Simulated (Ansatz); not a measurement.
`[CH3][Sn]([NH2])([F])[F]` + H₂S → `[CH3][Sn]([F])([F])[SH]` + NH₃ at 600 K and 1 bar (ligand exchange at the Sn–N bond).

Gas-phase electronic energies from Ansatz, PBE0-D4/def2-TZVP geometries. CCSD(T)/CBS is the MP2 limit (def2-TZVPP, def2-QZVPP) plus CCSD(T) − MP2 in def2-TZVPP, frozen cores. This one scheme is used for every species. def2 core potentials past Kr. For Sn outer-core shells are correlated without core-valence functions, which leaves a few kJ/mol of doubt a bond. One conformer a species, not always the lowest.

```
                   species  CCSD(T)/CBS energy (Eh)  H − E (kJ/mol)  S (J/(mol·K))
`[CH3][Sn]([NH2])([F])[F]`               -509.47039           239.7          496.2
                       H₂S               -398.97279            60.8          230.9
 `[CH3][Sn]([F])([F])[SH]`               -851.95646           196.3          500.8
                       NH₃                -56.50880           112.4          219.5
```

H − E and S are ideal-gas, rigid-rotor, harmonic terms from PBE0-D4/def2-TZVP, for one conformer and one mirror image of each species. 1 Eh = 2625.50 kJ/mol, R = 8.31446 J/(mol·K).

Problem. By hand: ΔE, ΔH, ΔS and ΔG.

Solution. ΔE = (-851.95646) + (-56.50880) − (-509.47039) − (-398.97279) = -0.02208 Eh = -58.0 kJ/mol. Δ(H − E) = 196.3 + 112.4 − 239.7 − 60.8 = 8.2, so ΔH = -49.8 kJ/mol. ΔS = 500.8 + 219.5 − 496.2 − 230.9 = -6.8 J/(mol·K). ΔG = -49.8 − 600 × (-6.8)/1000 = -45.7 kJ/mol.

Problem. By hand: the equilibrium constant, and the temperature at which ΔG would vanish if ΔH and ΔS stayed fixed.

Solution. log₁₀ K = −ΔG/(RT ln 10) = 4.0. ΔG = 0 at ΔH/ΔS = 7324 K, far beyond where these terms or the molecules hold.

The number of gas molecules stays the same, so ΔS is small and ΔH decides. A doubt of 5 kJ/mol in ΔE shifts log₁₀ K by 0.4 here. Other conformers and mirror images would add mixing entropy, several J/(mol·K) or more a flexible species. Modes under 60 cm⁻¹, often nearly free rotors, make the harmonic entropy too high. These are equilibria of isolated gas molecules and say nothing of rates. Largest T1 diagnostic: 0.013 (customary marks: 0.02 for closed shells, 0.045 for open ones).
